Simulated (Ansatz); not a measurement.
Born–Oppenheimer molecular dynamics of ClGeH₃O₂ (7 atoms, charge 0, multiplicity 1). It starts from a relaxed structure.

Computed with RKS PBE/def2-SVP (Ansatz).

```json
{
 "ensemble": "NVT, Langevin thermostat",
 "time step": "0.25 fs",
 "steps asked": "100",
 "set temperature": "1000 K",
 "friction": "0.01 /fs",
 "temperature schedule": "25 steps to 1000 K, then 75 steps to 10 K",
 "seed": "198782"
}
```

Frames 0.5 fs apart, positions in Å, forces in eV/Å.

Velocities at 2.5 fs (Å/ps):

```
Ge -1.21 0.51 2.24
H -26.80 -4.10 -30.39
O -3.05 2.21 -3.57
H -28.80 -16.47 21.07
O 3.74 -11.40 4.33
H 36.74 7.80 5.20
Cl 0.85 1.69 -3.06
```

```xyz
7
Properties=species:S:1:pos:R:3:forces:R:3 time_fs=2.5 energy_less_start_eV=0.284 T=496
Ge -0.096 -0.080 0.186 0.25 -0.40 -2.60
H -0.120 -0.049 1.586 0.10 0.00 3.16
O 1.495 0.066 -0.629 -0.28 0.08 0.25
H 1.620 -0.816 -1.014 0.35 -0.29 -0.30
O -1.102 1.260 -0.311 -0.63 0.14 1.85
H -0.974 1.426 -1.222 0.18 0.56 -2.30
Cl -0.918 -1.982 -0.506 0.03 -0.09 -0.06
7
Properties=species:S:1:pos:R:3:forces:R:3 time_fs=3 energy_less_start_eV=0.323 T=496
Ge -0.096 -0.080 0.187 0.34 -0.51 -2.86
H -0.134 -0.049 1.575 0.09 -0.01 3.54
O 1.493 0.068 -0.631 -0.28 -0.05 0.22
H 1.605 -0.824 -1.004 0.38 -0.20 -0.29
O -1.100 1.254 -0.309 -0.69 0.38 1.26
H -0.953 1.431 -1.223 0.12 0.50 -1.79
Cl -0.917 -1.981 -0.508 0.04 -0.11 -0.07
7
Properties=species:S:1:pos:R:3:forces:R:3 time_fs=3.5 energy_less_start_eV=0.329 T=509
Ge -0.097 -0.080 0.188 0.42 -0.61 -2.82
H -0.147 -0.049 1.574 0.09 -0.02 3.60
O 1.492 0.069 -0.632 -0.28 -0.24 0.16
H 1.589 -0.833 -0.995 0.41 -0.04 -0.25
O -1.098 1.249 -0.306 -0.70 0.67 0.45
H -0.929 1.437 -1.228 0.02 0.38 -1.07
Cl -0.917 -1.980 -0.510 0.04 -0.13 -0.07
7
Properties=species:S:1:pos:R:3:forces:R:3 time_fs=4 energy_less_start_eV=0.310 T=508
Ge -0.097 -0.079 0.189 0.48 -0.71 -2.45
H -0.160 -0.051 1.583 0.09 -0.04 3.34
O 1.490 0.071 -0.633 -0.26 -0.52 0.07
H 1.575 -0.842 -0.987 0.43 0.20 -0.18
O -1.097 1.244 -0.304 -0.68 0.97 -0.33
H -0.906 1.443 -1.234 -0.11 0.24 -0.36
Cl -0.916 -1.979 -0.511 0.05 -0.15 -0.08
7
Properties=species:S:1:pos:R:3:forces:R:3 time_fs=4.5 energy_less_start_eV=0.281 T=513
Ge -0.098 -0.079 0.189 0.53 -0.79 -1.86
H -0.170 -0.051 1.601 0.11 -0.06 2.83
O 1.488 0.072 -0.635 -0.25 -0.79 0.00
H 1.559 -0.852 -0.980 0.46 0.44 -0.12
O -1.095 1.239 -0.302 -0.65 1.27 -1.04
H -0.884 1.450 -1.240 -0.26 0.10 0.29
Cl -0.914 -1.978 -0.513 0.05 -0.16 -0.09
7
Properties=species:S:1:pos:R:3:forces:R:3 time_fs=5 energy_less_start_eV=0.261 T=536
Ge -0.098 -0.079 0.189 0.58 -0.88 -1.15
H -0.180 -0.049 1.623 0.14 -0.08 2.20
O 1.486 0.073 -0.637 -0.25 -1.00 -0.06
H 1.542 -0.861 -0.974 0.51 0.61 -0.09
O -1.093 1.235 -0.300 -0.62 1.58 -1.71
H -0.865 1.456 -1.247 -0.41 -0.05 0.89
Cl -0.913 -1.977 -0.515 0.05 -0.18 -0.09
7
Properties=species:S:1:pos:R:3:forces:R:3 time_fs=5.5 energy_less_start_eV=0.250 T=505
Ge -0.099 -0.078 0.190 0.61 -0.97 -0.39
H -0.190 -0.047 1.651 0.18 -0.10 1.51
O 1.485 0.073 -0.639 -0.26 -1.15 -0.08
H 1.526 -0.867 -0.969 0.55 0.73 -0.08
O -1.091 1.232 -0.298 -0.59 1.85 -2.21
H -0.845 1.463 -1.251 -0.54 -0.16 1.33
Cl -0.912 -1.976 -0.516 0.05 -0.19 -0.09
7
Properties=species:S:1:pos:R:3:forces:R:3 time_fs=6 energy_less_start_eV=0.250 T=493
Ge -0.099 -0.078 0.190 0.61 -1.05 0.35
H -0.198 -0.045 1.682 0.22 -0.12 0.84
O 1.483 0.073 -0.641 -0.27 -1.22 -0.09
H 1.513 -0.871 -0.967 0.59 0.77 -0.09
O -1.089 1.228 -0.296 -0.58 2.05 -2.50
H -0.826 1.469 -1.250 -0.64 -0.23 1.58
Cl -0.912 -1.975 -0.518 0.06 -0.20 -0.09
7
Properties=species:S:1:pos:R:3:forces:R:3 time_fs=6.5 energy_less_start_eV=0.258 T=506
Ge -0.099 -0.077 0.190 0.60 -1.12 1.02
H -0.207 -0.043 1.715 0.27 -0.14 0.23
O 1.480 0.073 -0.643 -0.27 -1.18 -0.07
H 1.503 -0.872 -0.963 0.63 0.72 -0.13
O -1.087 1.226 -0.294 -0.58 2.19 -2.64
H -0.806 1.475 -1.246 -0.71 -0.27 1.67
Cl -0.911 -1.975 -0.519 0.06 -0.20 -0.08
7
Properties=species:S:1:pos:R:3:forces:R:3 time_fs=7 energy_less_start_eV=0.279 T=523
Ge -0.099 -0.077 0.190 0.58 -1.19 1.62
H -0.217 -0.043 1.750 0.31 -0.15 -0.33
O 1.478 0.072 -0.646 -0.26 -1.14 -0.04
H 1.492 -0.874 -0.959 0.67 0.66 -0.17
O -1.085 1.224 -0.293 -0.61 2.30 -2.66
H -0.790 1.482 -1.238 -0.74 -0.28 1.66
Cl -0.911 -1.975 -0.520 0.06 -0.20 -0.08
7
Properties=species:S:1:pos:R:3:forces:R:3 time_fs=7.5 energy_less_start_eV=0.309 T=505
Ge -0.099 -0.077 0.191 0.55 -1.25 2.13
H -0.226 -0.043 1.784 0.35 -0.16 -0.80
O 1.475 0.071 -0.649 -0.25 -1.02 0.01
H 1.482 -0.874 -0.956 0.71 0.53 -0.24
O -1.082 1.223 -0.293 -0.68 2.37 -2.54
H -0.776 1.489 -1.228 -0.73 -0.26 1.51
Cl -0.910 -1.974 -0.522 0.06 -0.20 -0.07
7
Properties=species:S:1:pos:R:3:forces:R:3 time_fs=8 energy_less_start_eV=0.343 T=417
Ge -0.099 -0.077 0.191 0.53 -1.30 2.55
H -0.231 -0.043 1.816 0.38 -0.16 -1.18
O 1.472 0.070 -0.651 -0.25 -0.80 0.09
H 1.473 -0.871 -0.954 0.74 0.29 -0.33
O -1.080 1.222 -0.293 -0.78 2.37 -2.31
H -0.765 1.494 -1.215 -0.67 -0.19 1.26
Cl -0.910 -1.974 -0.523 0.06 -0.20 -0.07
```

Of the whole run (25 fs, mean temperature of the second half 469 K): The schedule's set-point averaged 340 K over the second half and the system 469 K, so it lags behind the ramp. A run of 0.025 ps of so small a system gives no equilibrium averages.

Run time: 4.3 min on 1 thread of Arm Neoverse V1, with other jobs on the host, peak memory 0.12 GiB.
